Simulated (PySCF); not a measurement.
Cl2Se, charge +3, doublet, at a GFN2-xTB geometry of the parent state (a state made from the parent by changing its charge; the spin is typed, not shown lowest); DF-R2SCAN/cc-pVTZ (PySCF).

PySCF was given this input:
```python
from pyscf import gto, scf, dft

mol = gto.M(
    atom='''
Se    0.001260    0.001146    0.645959
Cl    1.045662    1.264667   -0.650246
Cl   -1.048182   -1.266959   -0.641672
''',
    basis='cc-pvtz',
    charge=3,
    spin=1,
    verbose=4,
)

mf = dft.ROKS(mol)
mf.xc = 'r2scan'
mf = mf.density_fit(auxbasis='def2-universal-jkfit')
mf.kernel()
```

Output, abridged:

```
PySCF version 2.14.0

[INPUT] verbose = 4
[INPUT] num. atoms = 3
[INPUT] num. electrons = 65
[INPUT] charge = 3
[INPUT] spin (= nelec alpha-beta = 2S) = 1
[INPUT] symmetry False subgroup None
[INPUT] Mole.unit = angstrom
[INPUT] Symbol           X                Y                Z      unit          X                Y                Z       unit  Magmom
[...]
nuclear repulsion = 339.266387522918
number of shells = 28
number of NR pGTOs = 229
number of NR cGTOs = 111
basis = cc-pvtz
ecp = {}

******** <class 'pyscf.df.df_jk.DFROKS'> ********
method = DFROKS
initial guess = minao
damping factor = 0
level_shift factor = 0
DIIS = <class 'pyscf.scf.diis.CDIIS'>
diis_start_cycle = 1
diis_space = 8
diis_damp = 0
SCF conv_tol = 1e-09
SCF conv_tol_grad = None
SCF max_cycles = 50
direct_scf = False
num. doubly occ = 32  num. singly occ = 1
XC library pyscf.dft.libxc version 7.1.2
    S. Lehtola, C. Steigemann, M. J. T. Oliveira, and M. A. L. Marques,  SoftwareX 7, 1–5 (2018)
XC functionals = r2scan
    J. W. Furness, A. D. Kaplan, J. Ning, J. P. Perdew, and J. Sun,  J. Phys. Chem. Lett. 11, 8208–8215 (2020)
    J. W. Furness, A. D. Kaplan, J. Ning, J. P. Perdew, and J. Sun,  J. Phys. Chem. Lett. 11, 9248–9248 (2020)
    J. W. Furness, A. D. Kaplan, J. Ning, J. P. Perdew, and J. Sun,  J. Phys. Chem. Lett. 11, 8208–8215 (2020)
    J. W. Furness, A. D. Kaplan, J. Ning, J. P. Perdew, and J. Sun,  J. Phys. Chem. Lett. 11, 9248–9248 (2020)
radial grids:
    Treutler-Ahlrichs [JCP 102, 346 (1995); DOI:10.1063/1.469408] (M4) radial grids

becke partition: Becke, JCP 88, 2547 (1988); DOI:10.1063/1.454033
pruning grids: <function nwchem_prune>
grids dens level: 3
symmetrized grids: False
atomic radii adjust function: <function treutler_atomic_radii_adjust>
small_rho_cutoff = 0
Set gradient conv threshold to 3.16228e-05
tot grids = 58184
init E= -3321.48097271561
[...]
cycle= 1 E= -3319.84113625656  delta_E= 1.64  |g|= 0.899  |ddm|= 1.33
[...]
cycle= 2 E= -3318.84553770463  delta_E= 0.996  |g|= 2.09  |ddm|= 1.57
[...]
cycle= 3 E= -3320.06968051671  delta_E= -1.22  |g|= 0.385  |ddm|= 1.09
[...]
cycle= 4 E= -3320.09390033883  delta_E= -0.0242  |g|= 0.205  |ddm|= 0.293
[...]
cycle= 5 E= -3320.08750170434  delta_E= 0.0064  |g|= 0.217  |ddm|= 0.304
[...]
cycle= 6 E= -3320.07387687652  delta_E= 0.0136  |g|= 0.277  |ddm|= 0.594
[...]
cycle= 7 E= -3320.07921137264  delta_E= -0.00533  |g|= 0.25  |ddm|= 0.68
[...]
cycle= 8 E= -3320.0663975163  delta_E= 0.0128  |g|= 0.297  |ddm|= 0.134
[...]
cycle= 9 E= -3320.07357685617  delta_E= -0.00718  |g|= 0.274  |ddm|= 0.101
[...]
cycle= 10 E= -3320.05360636176  delta_E= 0.02  |g|= 0.338  |ddm|= 0.813
[...]
cycle= 11 E= -3320.09169667446  delta_E= -0.0381  |g|= 0.131  |ddm|= 0.548
[...]
cycle= 12 E= -3320.09203351382  delta_E= -0.000337  |g|= 0.123  |ddm|= 0.0508
[...]
cycle= 13 E= -3320.09361518161  delta_E= -0.00158  |g|= 0.105  |ddm|= 0.0858
[...]
cycle= 14 E= -3320.08739791959  delta_E= 0.00622  |g|= 0.164  |ddm|= 0.173
[...]
cycle= 15 E= -3320.06909423618  delta_E= 0.0183  |g|= 0.275  |ddm|= 0.355
[...]
cycle= 16 E= -3320.0651471776  delta_E= 0.00395  |g|= 0.292  |ddm|= 0.0311
[...]
cycle= 17 E= -3320.06658552111  delta_E= -0.00144  |g|= 0.289  |ddm|= 0.081
[...]
cycle= 18 E= -3320.10473303908  delta_E= -0.0381  |g|= 0.0957  |ddm|= 0.594
[...]
cycle= 19 E= -3320.10169302109  delta_E= 0.00304  |g|= 0.122  |ddm|= 0.139
[...]
cycle= 20 E= -3320.10153147056  delta_E= 0.000162  |g|= 0.121  |ddm|= 0.0285
[...]
cycle= 21 E= -3320.1041651499  delta_E= -0.00263  |g|= 0.093  |ddm|= 0.0372
[...]
cycle= 22 E= -3320.05673148046  delta_E= 0.0474  |g|= 0.339  |ddm|= 0.544
[...]
cycle= 23 E= -3320.06858103599  delta_E= -0.0118  |g|= 0.297  |ddm|= 0.0514
[...]
cycle= 24 E= -3320.05640062883  delta_E= 0.0122  |g|= 0.337  |ddm|= 0.0963
[...]
cycle= 25 E= -3320.04777159156  delta_E= 0.00863  |g|= 0.361  |ddm|= 0.101
[...]
cycle= 26 E= -3320.04280463693  delta_E= 0.00497  |g|= 0.379  |ddm|= 0.0522
[...]
cycle= 27 E= -3320.09393244954  delta_E= -0.0511  |g|= 0.176  |ddm|= 0.289
[...]
cycle= 28 E= -3320.09925268942  delta_E= -0.00532  |g|= 0.135  |ddm|= 0.0305
[...]
cycle= 29 E= -3320.08822620038  delta_E= 0.011  |g|= 0.216  |ddm|= 0.452
[...]
cycle= 30 E= -3320.10580501301  delta_E= -0.0176  |g|= 0.0602  |ddm|= 0.374
[...]
cycle= 31 E= -3320.08497968402  delta_E= 0.0208  |g|= 0.233  |ddm|= 0.395
[...]
cycle= 32 E= -3320.08792917003  delta_E= -0.00295  |g|= 0.218  |ddm|= 0.0335
[...]
cycle= 33 E= -3320.06505784106  delta_E= 0.0229  |g|= 0.312  |ddm|= 0.182
[...]
cycle= 34 E= -3320.07767149746  delta_E= -0.0126  |g|= 0.265  |ddm|= 0.0886
[...]
cycle= 35 E= -3320.06380693206  delta_E= 0.0139  |g|= 0.315  |ddm|= 0.122
[...]
cycle= 36 E= -3320.06894084915  delta_E= -0.00513  |g|= 0.297  |ddm|= 0.0343
[...]
cycle= 37 E= -3320.06644822675  delta_E= 0.00249  |g|= 0.306  |ddm|= 0.0154
[...]
cycle= 38 E= -3320.07302560079  delta_E= -0.00658  |g|= 0.282  |ddm|= 0.0528
[...]
cycle= 39 E= -3320.07162462337  delta_E= 0.0014  |g|= 0.292  |ddm|= 0.614
[...]
cycle= 40 E= -3320.09560264831  delta_E= -0.024  |g|= 0.169  |ddm|= 0.496
[...]
cycle= 41 E= -3320.10426990408  delta_E= -0.00867  |g|= 0.0899  |ddm|= 0.0823
[...]
cycle= 42 E= -3320.10390472984  delta_E= 0.000365  |g|= 0.094  |ddm|= 0.0308
[...]
cycle= 43 E= -3320.10748938354  delta_E= -0.00358  |g|= 0.0293  |ddm|= 0.147
[...]
cycle= 44 E= -3320.1026176862  delta_E= 0.00487  |g|= 0.111  |ddm|= 0.122
[...]
cycle= 45 E= -3320.10419438902  delta_E= -0.00158  |g|= 0.0927  |ddm|= 0.0196
[...]
cycle= 46 E= -3320.10648251615  delta_E= -0.00229  |g|= 0.0563  |ddm|= 0.0413
[...]
cycle= 47 E= -3320.10696544466  delta_E= -0.000483  |g|= 0.0449  |ddm|= 0.0119
[...]
cycle= 48 E= -3320.10710385075  delta_E= -0.000138  |g|= 0.0412  |ddm|= 0.00768
[...]
cycle= 49 E= -3320.1077790512  delta_E= -0.000675  |g|= 0.0102  |ddm|= 0.0346
[...]
cycle= 50 E= -3320.10767073137  delta_E= 0.000108  |g|= 0.0193  |ddm|= 0.0377
SCF not converged.
SCF energy = -3320.10767073137
```

The run did not converge; its last values are not results.
